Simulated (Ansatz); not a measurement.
Cartesian coordinates in Å:
```
N -1.061 0.410 1.117
C 0.021 -0.305 0.467
B 0.325 0.153 -1.006
O 0.923 -0.631 -1.925
Cl -0.033 1.806 -1.519
H -1.008 1.400 0.913
H -1.030 0.298 2.121
H 0.994 -0.226 0.990
H -0.211 -1.379 0.455
H 1.080 -1.527 -1.614
```

Charge 0, multiplicity 1.

Problem. List the CAM-B3LYP/def2-TZVPP orbital energies in eV (Ansatz). (Estimate.)

Solution. Ansatz gave: Occupied: -2764.21, -523.47, -391.02, -279.31, -259.01, -198.05, -197.94, -197.90, -187.43, -30.90, -26.34, -24.79, -20.51, -17.84, -15.76, -14.58, -14.10, -13.50, -12.79, -12.41, -11.03, -10.65, -10.27, -8.44. Lowest empty: 1.15, 1.21, 2.06, 3.06, 3.25, 3.51, 4.37, 4.52.
